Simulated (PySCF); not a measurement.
C₂H₁₀AsBN₂.
Cartesian coordinates in Å at the PBE0-D3(BJ)/def2-SVP level; atoms count from 1:
```xyz
16
C2H10AsBN2 angstrom
C     -1.2364   -1.5196   -0.1602
N     -0.7533   -0.1648   -0.1290
C     -1.8161    0.8051   -0.0812
B      0.6197    0.1948   -0.1824
N      1.0563    1.5334   -0.3043
As     2.0600   -1.2881   -0.2078
H     -1.8878   -1.6987   -1.0367
H     -1.8285   -1.7620    0.7426
H     -0.4062   -2.2361   -0.2205
H     -2.5246    0.5722    0.7349
H     -1.4284    1.8143    0.1111
H     -2.3992    0.8358   -1.0217
H      0.4422    2.3254   -0.4370
H      2.0326    1.7831   -0.2659
H      1.7950   -1.7699    1.2151
H      3.1959   -0.3719    0.2373
```

Computed with PBE0-D3(BJ)/def2-SVP geometry optimisation, gas phase in PySCF.

Masses are those of the commonest isotopes; rigid-rotor values at the optimised geometry. The values belong to one conformer with, in the numbering `[CH3:1][N:2]([CH3:3])[B:4]([NH2:5])[AsH2:6]`, N2–B4–As6–H -68° and -161°.

Task: Give the principal moments of inertia and the rotational constants in MHz.

Result: Ia = 135.21, Ib = 385.35, Ic = 509.32 u·Å²; 505379 MHz·u·Å²/I gives A = 3738, B = 1311, C = 992.3 MHz.

Task: Classify the top.

Result: An asymmetric top; Ray's κ = -0.767.

Task: What does the inertial defect say?

Result: Not planar: Δ = Ic − Ia − Ib = -11.24 u·Å². For a rigid frame Δ = −2 Σ m c², so Σ m c² = 5.62 u·Å² lies off the ab plane: 5.44 from hydrogen and 0.18 from heavier atoms. The atom farthest from that plane is 1.38 Å away.

Task: Give the other two planar moments, Paa and Pbb, and the rms extents of the mass along the axes.

Result: Paa = Σ m a² = (Ib + Ic − Ia)/2 = 379.73 and Pbb = Σ m b² = (Ia + Ic − Ib)/2 = 129.59 u·Å². With the mass M = 148.02 u, the rms extents √(P/M) along a, b and c are 1.60, 0.94, 0.19 Å.

Task: List the rotational levels J(Ka,Kc) to J = 2 (K).

Result: Above 0(0,0), as E/k:
J = 1: 1(0,1) 0.111, 1(1,1) 0.227, 1(1,0) 0.242
J = 2: 2(0,2) 0.330, 2(1,2) 0.433, 2(1,1) 0.479, 2(2,1) 0.828, 2(2,0) 0.829
The levels of one J sum to (2J + 1)J(J + 1)(A + B + C)/3.

Task: Predict some low-J microwave lines.

Result: The dipole components are |μa| = 2.38 D, |μb| = 1.24 D, |μc| = 0.23 D. The squared components, which scale the intensities, stand as 1.00 : 0.27 : 0.01 (a : b : c). Some lines, for components of 0.1 D or more:

```csv
type,branch,"J(Ka,Kc)",MHz,lower level (cm⁻¹)
a,Q,"1(1,0) ← 1(1,1)",319,0.158
c,Q,"4(1,4) ← 4(0,4)",1344,0.754
c,Q,"2(1,2) ← 2(0,2)",2136,0.230
a,Q,"4(1,3) ← 4(1,4)",3180,0.799
b,Q,"3(1,2) ← 3(0,3)",3670,0.456
a,R,"2(1,2) ← 1(1,1)",4288,0.158
a,R,"2(0,2) ← 1(0,1)",4578,0.077
b,Q,"5(1,4) ← 5(0,5)",5701,1.121
b,R,"2(1,2) ← 1(0,1)",6714,0.077
c,Q,"2(2,1) ← 2(1,1)",7278,0.333
a,R,"3(1,2) ← 2(1,1)",7371,0.333
c,R,"2(1,1) ← 1(0,1)",7672,0.077
b,Q,"5(2,4) ← 5(1,5)",10247,1.153
c,R,"3(1,2) ← 2(0,2)",10465,0.230
a,R,"5(1,5) ← 4(1,4)",10608,0.799
a,R,"5(2,4) ← 4(2,3)",11453,1.113
c,R,"2(2,0) ← 1(1,0)",12235,0.168
c,R,"5(1,4) ← 4(0,4)",16694,0.754
b,Q,"4(4,1) ← 4(3,2)",18052,1.547
b,R,"4(3,1) ← 3(2,2)",22227,0.806
c,R,"4(4,0) ← 3(3,0)",27319,1.238
b,R,"5(4,2) ← 4(3,1)",29624,1.548
b,R,"5(5,1) ← 4(4,0)",34795,2.149
c,R,"5(5,0) ← 4(4,0)",34795,2.149
```

Stationary, but not proved a minimum. Constants of a rigid frame at the computed geometry: no zero-point averaging, no centrifugal distortion. A rigid rotor knows nothing of internal rotation, which can split or shift real lines. Quadrupole hyperfine structure (11B, 14N, 75As) is left out.

Time: 68 s. Hardware: an Arm Neoverse V1 with one thread, shared host. That covers the optimisation of the geometry.
